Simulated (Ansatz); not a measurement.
Ansatz (a quantum-chemistry and plane-wave program) input:

Ansatz 0.2 input:
```yaml
crystal:
  periodic: [false, false, false]
  atoms:
    - {symbol: B, position_ang: [0.61577597, 0.42487701, 0.03058209]}
    - {symbol: N, position_ang: [-0.49557235, -0.32902578, -0.02413851]}
    - {symbol: H, position_ang: [1.77140185, 0.01022503, 0.04350638]}
    - {symbol: H, position_ang: [-1.38127524, 0.16857038, -0.02744730]}
basis:
  gaussian:
    orbitals: aug-cc-pVDZ
total_charge: -1
magnetization: {spin_polarized: true, initial_magnetization: 1}
correlation: {method: ccsd_t, electrons: outside_noble_gas}
output: {forces: true}
```

What final total energy does it print?

-80.55406 Eh (CCSD(T)/aug-cc-pVDZ). The basis has 64 functions.
